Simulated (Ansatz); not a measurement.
One change: `[NH2][Mo](=[S])(=[S])[Cl]` becomes `[NH2][W](=[S])(=[S])[Cl]`.

Ansatz, PBE0-D4/def2-TZVP geometries, multiplicity 1. Each molecule was computed in one conformer, which needn't be the lowest.

Elements past krypton have def2 core potentials.

```csv
property,`[NH2][Mo](=[S])(=[S])[Cl]`
LUMO energy (B3LYP/def2-TZVPP) / eV,-3.45
HOMO–LUMO gap (PBE/def2-TZVPP) / eV,2.37
size of the dipole moment (B3LYP/def2-TZVPP) / D,3.38
size of the dipole moment (PBE/def2-TZVPP) / D,3.40
HOMO–LUMO gap (PBE0/def2-TZVPP) / eV,4.09
size of the dipole moment (ωB97M-V/def2-TZVPP) / D,3.38
```

Task: Give the same properties after the change, and the shifts. (Best estimate.)

Result: Computed: 
```csv
property,`[NH2][W](=[S])(=[S])[Cl]`,shift
LUMO energy (B3LYP/def2-TZVPP) / eV,-3.00,0.45
HOMO–LUMO gap (PBE/def2-TZVPP) / eV,2.72,0.35
size of the dipole moment (B3LYP/def2-TZVPP) / D,3.53,0.15
size of the dipole moment (PBE/def2-TZVPP) / D,3.54,0.14
HOMO–LUMO gap (PBE0/def2-TZVPP) / eV,4.49,0.40
size of the dipole moment (ωB97M-V/def2-TZVPP) / D,3.53,0.15
```

With PBE0 the HOMO rises by 0.05 eV and the LUMO rises by 0.45 eV, so the gap widens by about 0.40 eV. PBE moves the HOMO by 0.05 eV and ωB97M-V by 0.05 eV. Dipoles are sizes alone; their direction can turn.

B3LYP here is the variant with VWN-RPA as its local correlation; programs differ in this.
